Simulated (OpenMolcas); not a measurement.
**Ni6+: Racah parameters, the spin-orbit constant, worked from levels**

```json
{
 "Program": "OpenMolcas 26.06",
 "Basis": "ANO-RCC-VQZP [7s6p4d3f2g1h]",
 "Scalar Hamiltonian": "DKH2, point nucleus",
 "Active space": "4 electrons in 5 orbitals (3d)",
 "State averaging": "2S+1 = 5 even, 5 roots; 2S+1 = 3 even, 45 roots; 2S+1 = 1 even, 50 roots",
 "Spin-orbit coupling": "state interaction with AMFI integrals over the reference wave functions, term energies averaged over their components"
}
```

Methods: CASSCF; MS-CASPT2, IPEA 0.25 Eh, imaginary shift 0.1 Eh (closed shells correlated: 3s 3p). Measured levels: Corliss and Sugar, J. Phys. Chem. Ref. Data 10, 197 (1981).

**Racah parameters.** Above ⁵D, d4 has ³G at 9B + 4C, ³H at 4B + 4C and ³D at 16B + 4C. The first two fix B and C, and the third tests them; where it misses by thousands of cm-1, two parameters do not describe the configuration (Trees and configuration-interaction terms are left out) and B and C hang on the terms chosen. Term energies are centres of gravity, weighted by 2J + 1.

```json
{"Source": "CASSCF", "³G": "42103", "³H": "33108", "B": "1799", "C": "6478", "C/B": "3.60", "³D from B, C": "54696", "³D found": "53773"}
{"Source": "MS-CASPT2", "³G": "37955", "³H": "31306", "B": "1330", "C": "6497", "C/B": "4.88", "³D from B, C": "47268", "³D found": "46211"}
{"Source": "measured", "³G": "37317", "³H": "30870", "B": "1289", "C": "6428", "C/B": "4.99", "³D from B, C": "46336", "³D found": ""}
```

Energies in cm-1. From CASSCF to MS-CASPT2, B changes by -26.1 % and C by +0.3 %. Against the measured terms, MS-CASPT2 has B off by +3.2 % and C by +1.1 %.

**The spin-orbit constant.** For the Hund term ⁵D of d4, E(J) = (A/2) J(J+1) + constant and ζ = 2S·A = 4A. From J = 0 to J = 4 the energy changes by 10 A.

```csv
Source,E(4) - E(0),A,ζ
CASSCF,2479.0,247.9,992
MS-CASPT2,2492.3,249.2,997
measured,2392.0,239.2,957
```

All in cm-1. MS-CASPT2 is off by +4.2 % and CASSCF by +3.6 %. Both methods take the spin-orbit matrix elements from the reference wave functions, so the second can move ζ only through the term energies and any multistate remixing. Second-order mixing with other terms is absorbed into this ζ.

Term energies are means over components that CASPT2 splits; among the terms shown or strongly mixed into the levels shown the widest spread is 250 cm-1 (3d⁴ ³H, MS-CASPT2). Without dynamic correlation excited terms often stand tens of per cent too high (terms of higher spin than the ground term too low), and those without a measured partner can miss by more than the paired ones (holds for CASSCF). Computed and measured levels are paired by configuration, term and J; levels that our copy of the source lacks, or whose pairing is in doubt (as where it misses far off the trend of its configuration), stay unpaired and out of the deviations. Only configurations of the active space appear.
